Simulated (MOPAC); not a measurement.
MOPAC input (PM3):

```
PM3 1SCF GEO-OK AUX(PRECISION=9) THREADS=1
CsI

Cs   -0.00000000 1   -0.00000000 1   -1.65715595 1
I     0.00000000 1    0.00000000 1    1.71969014 1
```

Output:

```
 *******************************************************************************
 **                                                                           **
 **                              MOPAC v23.2.5                                **
 **                                                                           **
 *******************************************************************************
 ** MOPAC's Digital Object Identifier: https://doi.org/10.5281/zenodo.6511958 **
 **                                                                           **
 ** Please cite the open-source release paper for use of this MOPAC version:  **
 ** J. E. Moussa and J. J. P. Stewart (2026)                                  **
 ** MOPAC: An open-source semiempirical molecular orbital program             **
 ** J. Open Source Softw., 11(119), 8025, https://doi.org/10.21105/joss.08025 **
 *******************************************************************************

                              PM3 CALCULATION RESULTS

 *******************************************************************************
 *  PM3        - The PM3 Hamiltonian to be used
 *  GEO-OK     - OVERRIDE INTERATOMIC DISTANCE AND OTHER SAFETY CHECKS
 *  1SCF       - DO 1 SCF AND THEN STOP
 *  AUX        - OUTPUT AUXILIARY INFORMATION
 *******************************************************************************
PM3 1SCF GEO-OK AUX(PRECISION=9) THREADS=1
 CsI

   ATOM   CHEMICAL          X               Y               Z
  NUMBER   SYMBOL      (ANGSTROMS)     (ANGSTROMS)     (ANGSTROMS)

     1      Cs         -0.00000000  *  -0.00000000  *  -1.65715595  *
     2       I          0.00000000  *   0.00000000  *   1.71969014  *

          CARTESIAN COORDINATES

    NO.       ATOM           X           Y           Z

     1        Cs         -0.0000     -0.0000     -1.6572
     2         I          0.0000      0.0000      1.7197

  I: (PM3): J. J. P. STEWART, J. COMP. CHEM. 10, 209 (1989).
 Cs: (PM3): J. J. P. STEWART, J. MOL. MOD., 10, 155-164 (2004)

           Empirical Formula: Cs I  =     2 atoms

      MOLECULAR POINT GROUP   :   C*v

      RHF CALCULATION, NO. OF DOUBLY OCCUPIED LEVELS = 4

 -------------------------------------------------------------------------------
 PM3 1SCF GEO-OK AUX(PRECISION=9) THREADS=1
 CsI

     1SCF WAS SPECIFIED, SO BFGS WAS NOT USED
     SCF FIELD WAS ACHIEVED

                              PM3 CALCULATION
                                                       MOPAC v23.2.5 Linux

          FINAL HEAT OF FORMATION =        -50.92543 KCAL/MOL =    -213.07198 KJ/MOL

          COSMO AREA              =        215.29 SQUARE ANGSTROMS
          COSMO VOLUME            =        288.71 CUBIC ANGSTROMS

          IONIZATION POTENTIAL    =          5.342002 EV
          HOMO LUMO ENERGIES (EV) =         -5.342 -0.251
          NO. OF FILLED LEVELS    =          4
          MOLECULAR WEIGHT        =        259.8099         POINT GROUP:  C*v

          MOLECULAR DIMENSIONS (Angstroms)

            Atom       Atom       Distance
            I     2   Cs     1     3.37685
            I     2   Cs     1     0.00000
           Cs     1    I     2     0.00000

          SCF CALCULATIONS        =          1

   ATOM   CHEMICAL          X               Y               Z
  NUMBER   SYMBOL      (ANGSTROMS)     (ANGSTROMS)     (ANGSTROMS)

     1      Cs         -0.00000000  *  -0.00000000  *  -1.65715595  *
     2       I          0.00000000  *   0.00000000  *   1.71969014  *

                             CARTESIAN COORDINATES

   1   Cs       -0.000000000    -0.000000000    -1.657155950
   2    I        0.000000000     0.000000000     1.719690140

           Empirical Formula: Cs I  =     2 atoms

      MOLECULAR POINT GROUP   :   C*v

                  EIGENVALUES
  -8.85608  -8.83910  -8.83910  -5.34200  -0.25076   1.54212   1.54212   1.59268

              NET ATOMIC CHARGES AND DIPOLE CONTRIBUTIONS

  ATOM NO.   TYPE          CHARGE      No. of ELECS.   s-Pop       p-Pop
    1         Cs           0.777351        0.2226     0.00039     0.22226
    2          I          -0.777351        7.7774     1.81473     5.96262
 DIPOLE           X         Y         Z       TOTAL
 POINT-CHG.     0.000     0.000   -12.608    12.608
 HYBRID        -0.000    -0.000    -0.029     0.029
 SUM           -0.000    -0.000   -12.637    12.637

          ATOMIC ORBITAL ELECTRON POPULATIONS

     Atom    s        px        py        pz
    1 Cs   0.00039   0.01529   0.01529   0.19168
    2  I   1.81473   1.98471   1.98471   1.99321

 **********************
 *                    *
 * JOB ENDED NORMALLY *
 *                    *
 **********************

 == MOPAC DONE ==
```

The geometry given is a B3LYP-D3(BJ)/def2-TZVP minimum.
